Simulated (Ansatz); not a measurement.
`C[SiH](F)S` + H₂ → `C[SiH2]F` + H₂S at 500 K and 1 bar (hydrogenolysis of the Si–S bond).

Program: Ansatz. Geometries: PBE0-D4/def2-TZVP. ΔE: electronic, gas phase. CCSD(T)/CBS is the MP2 limit (def2-TZVPP, def2-QZVPP) plus CCSD(T) − MP2 in def2-TZVPP, frozen cores. This one scheme is used for every species. Each species was taken in one conformer, which may not be the lowest.

```csv
species,CCSD(T)/CBS energy (Eh),H − E (kJ/mol),S (J/(mol·K))
`C[SiH](F)S`,-827.81979,195.3,387.8
H₂,-1.17544,41.0,145.5
`C[SiH2]F`,-430.00374,180.6,331.4
H₂S,-398.97279,57.0,224.0
```

H − E and S are ideal-gas, rigid-rotor, harmonic terms from PBE0-D4/def2-TZVP, for one conformer and one mirror image of each species. The MP2-based limit puts H₂ 0.8 mEh under its directly extrapolated value; such offsets cancel only in part. 1 Eh = 2625.50 kJ/mol, R = 8.31446 J/(mol·K).

Problem. By hand: ΔE, ΔH, ΔS and ΔG.

Solution. ΔE = (-430.00374) + (-398.97279) − (-827.81979) − (-1.17544) = 0.01870 Eh = 49.1 kJ/mol. Δ(H − E) = 180.6 + 57.0 − 195.3 − 41.0 = 1.3, so ΔH = 50.4 kJ/mol. ΔS = 331.4 + 224.0 − 387.8 − 145.5 = 22.1 J/(mol·K). ΔG = 50.4 − 500 × (22.1)/1000 = 39.3 kJ/mol.

Problem. By hand: the equilibrium constant, and the temperature at which ΔG would vanish if ΔH and ΔS stayed fixed.

Solution. log₁₀ K = −ΔG/(RT ln 10) = -4.1. ΔG = 0 at ΔH/ΔS = 2281 K.

ΔH outweighs TΔS. A doubt of 5 kJ/mol in ΔE shifts log₁₀ K by 0.5 here. Other conformers and mirror images would add mixing entropy, several J/(mol·K) or more a flexible species. These are equilibria of isolated gas molecules and say nothing of rates. Largest T1 diagnostic: 0.011 (customary marks: 0.02 for closed shells, 0.045 for open ones).
